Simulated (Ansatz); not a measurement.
A nudged elastic band was laid between two geometries of Cl2Zn + H2 (5 atoms, charge 0, multiplicity 1).

Theory: RKS PBE-D4/def2-SVP in Ansatz.

```
movable images  : 5
climbing image  : yes
spring          : 5.0 eV/Å²
optimiser       : quadratic models (default)
start path      : through a guess of the saddle point
force threshold : 0.03 eV/Å
iteration limit : 60
end points      : relaxed
```

Image 0:

```xyz
5
Properties=species:S:1:pos:R:3
Zn 0.298 0.000 0.284
Cl 0.826 0.000 2.327
Cl -0.081 0.000 -1.792
H -2.254 0.000 0.467
H -2.075 0.000 1.218
```

Image 6:

```xyz
5
Properties=species:S:1:pos:R:3
Zn -0.981 0.000 -0.548
Cl 0.196 0.000 2.037
Cl 0.887 0.000 -1.569
H -2.442 0.000 -0.074
H -0.945 0.000 2.659
```

Task: Which bonds break or form, and what moves?

Result: Bonds broken: H4–H5. Bonds formed: Zn1–H4, Cl2–H5. Cl2Zn + H2 becomes ClH + ClHZn.

Task: What energy profile does the band end with?

Result: It converged. The highest image is number 3 of 0 to 6, 1.17 eV above the first end and 0.32 eV above the last; the last end lies 0.85 eV above the first. A vibrational analysis at the climbing image gives one clearly imaginary mode, 692i cm⁻¹: a first-order saddle point. The orbitals stay closed-shell, which can raise the energy where a bond breaks towards radicals; this wasn't checked here.

```json
{"image": "0", "path coordinate (Å)": "0.00", "energy (eV)": "0.00", "H4–H5 (Å)": "0.77", "Zn1–H4 (Å)": "2.56", "Cl2–H5 (Å)": "3.11"}
{"image": "1", "path coordinate (Å)": "0.59", "energy (eV)": "0.06", "H4–H5 (Å)": "0.78", "Zn1–H4 (Å)": "2.49", "Cl2–H5 (Å)": "2.56"}
{"image": "2", "path coordinate (Å)": "1.18", "energy (eV)": "0.51", "H4–H5 (Å)": "0.82", "Zn1–H4 (Å)": "2.03", "Cl2–H5 (Å)": "2.08"}
{"image": "3", "path coordinate (Å)": "1.77", "energy (eV)": "1.17", "H4–H5 (Å)": "1.13", "Zn1–H4 (Å)": "1.68", "Cl2–H5 (Å)": "1.55"}
{"image": "4", "path coordinate (Å)": "2.35", "energy (eV)": "0.93", "H4–H5 (Å)": "1.73", "Zn1–H4 (Å)": "1.55", "Cl2–H5 (Å)": "1.33"}
{"image": "5", "path coordinate (Å)": "2.93", "energy (eV)": "0.87", "H4–H5 (Å)": "2.40", "Zn1–H4 (Å)": "1.54", "Cl2–H5 (Å)": "1.30"}
{"image": "6", "path coordinate (Å)": "3.50", "energy (eV)": "0.85", "H4–H5 (Å)": "3.12", "Zn1–H4 (Å)": "1.54", "Cl2–H5 (Å)": "1.30"}
```

Task: What is the geometry of the highest image?

Result: 
```xyz
5
Properties=species:S:1:pos:R:3
Zn -0.627 0.000 -0.125
Cl 0.211 0.000 2.190
Cl 0.388 0.000 -1.980
H -2.023 0.000 0.804
H -1.234 0.000 1.615
```

Task: What are the harmonic wavenumbers there?

Result: 692i, 102, 220, 376, 427, 923, 940, 1337, 1623 cm⁻¹.

Time of the run: 120 s on 1 thread of Arm Neoverse V1 (shared host), peak memory 0.16 GiB.
